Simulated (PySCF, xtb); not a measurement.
difluorosilyl(difluoro)silane (F4H2Si2), SMILES F[SiH]([SiH](F)F)F.

xtb 6.7.1 with GFN2-xTB at its own geometry gives an orbital gap of 4.55 eV and a dipole moment of 0.09 D.

Geometry optimised at r2SCAN-D4/def2-SVP. One conformer was computed; it need not be the lowest.

Q: What does PySCF with M06-2X/def2-TZVP give? (The exact figures need the calculation; the answer reports its results.)

A: gap 9.88 eV (levels -10.25 and -0.38 eV), dipole 0.00 D.
